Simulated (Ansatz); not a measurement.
`O[Si](F)(Cl)[TeH]` + `[OH][GeH2][Br]` → `O[Si](F)(Cl)Br` + `[OH][GeH2][TeH]`  (redistribution)

Computed with Ansatz on PBE0-D4/def2-TZVP structures; ΔE is electronic, products minus reactants. CCSD(T)/CBS adds triple-zeta CCSD(T) − MP2 to the extrapolated MP2 energy (def2 sets, frozen cores). DFT in def2-TZVPP. def2 core potentials past Kr. For Br, Ge, Te outer-core shells are correlated without core-valence functions, which leaves a few kJ/mol of doubt a bond. Scalar relativity is left out up to krypton. Each species was taken in one conformer, which may not be the lowest.

`O[Si](F)(Cl)[TeH]`:

```xyz
7

O     1.393    1.040   -0.321
Si    0.225   -0.085   -0.389
F     0.843   -1.253   -1.255
Cl   -1.427    0.579   -1.383
Te   -0.363   -0.834    1.894
H     1.183    1.885    0.080
H    -1.853   -1.332    1.373
```

`[OH][GeH2][Br]`:

Z-matrix (Å, degrees):
```
Ge
Br 1 2.310
O 1 1.766 2 109.2
H 1 1.527 2 109.0 3 -114.7
H 1 1.535 2 106.2 3 120.2
H 3 0.961 1 113.1 2 59.2
```

`O[Si](F)(Cl)Br`:

```xyz
6

O     0.718   -1.120    0.078
Si   -0.042    0.293   -0.087
F    -0.461    0.540   -1.590
Cl   -1.751    0.346    1.004
Br    1.339    1.867    0.505
H     0.197   -1.926    0.091
```

`[OH][GeH2][TeH]`:

Z-matrix (Å, degrees):
```
Ge
Te 1 2.559
O 1 1.779 2 111.2
H 1 1.539 2 108.1 3 121.5
H 1 1.531 2 110.0 3 -114.7
H 2 1.657 1 90.8 3 -100.3
H 3 0.960 1 112.2 2 43.5
```

Question: Is it downhill or uphill in electronic energy at CCSD(T)/CBS, and by how much? (Estimate.)

Answer: The calculation gave: Downhill: ΔE = -0.18 eV.

Question: What do these levels give: LDA (SPW92), MP2/def2-SVP, CCSD(T)/def2-TZVPP, HF/def2-QZVPP, MP2/def2-QZVPP, SCS-MP2/def2-QZVPP? (Estimate.)

Answer: The calculation gave: LDA (SPW92) -0.17, MP2/def2-SVP -0.21, CCSD(T)/def2-TZVPP -0.17, HF/def2-QZVPP -0.15, MP2/def2-QZVPP -0.19, SCS-MP2/def2-QZVPP -0.17 eV.

Largest T1 diagnostic among the species: 0.011.

Leaving LDA and LC-ωPBE aside and taking each functional with its dispersion term where it has one, the values, not all of them listed here, spread over 0.03 eV, from r2SCAN0-D4 to PBE-D4.
